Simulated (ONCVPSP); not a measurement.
u(r) = r·R(r): atom against pseudo-atom (Co (Z = 27))

Columns: radius, all-electron u(r) and pseudo u(r) of the 3p shell (level -69.77 eV) of cobalt in the configuration [Ne] 3s2 3p6 3d7 4s1.5; LDA (Perdew-Zunger), scalar-relativistic, ONCV scheme, ONCVPSP 4.0.1.

```csv
r (bohr),all-electron,pseudo
0.075,-0.4541,0.0385
0.150,-0.6159,0.1485
0.225,-0.3418,0.3151
0.300,0.0962,0.5157
0.375,0.5153,0.7229
0.450,0.8380,0.9099
0.525,1.0476,1.0547
0.600,1.1581,1.1452
0.675,1.1909,1.1788
0.750,1.1693,1.1631
0.825,1.1122,1.1103
0.900,1.0341,1.0338
0.975,0.9455,0.9455
1.050,0.8535,0.8535
1.125,0.7630,0.7630
1.200,0.6768,0.6768
1.275,0.5967,0.5967
1.350,0.5234,0.5234
1.425,0.4572,0.4572
1.500,0.3980,0.3980
1.575,0.3455,0.3455
1.650,0.2992,0.2992
1.725,0.2585,0.2585
1.800,0.2230,0.2230
1.875,0.1920,0.1920
1.950,0.1652,0.1652
```

(1) How many radial nodes do the two functions have?

(2) At about which radius was the pseudo-wave matched?

(3) Is the pseudo-wave norm-conserving?

Answers

(1) The all-electron 3p function has n − l − 1 = 1; the pseudo-wave has 0, since the states of the same l below it are removed with the core.

(2) 1.00 bohr. The columns agree to 0.0005 from 0.90 bohr on; several derivatives are matched, so the curves merge somewhat inside the radius.

(3) Yes: the ONCV scheme keeps the norm inside the radius equal to the all-electron one, which fixes the energy derivative of the logarithmic derivative at the level.
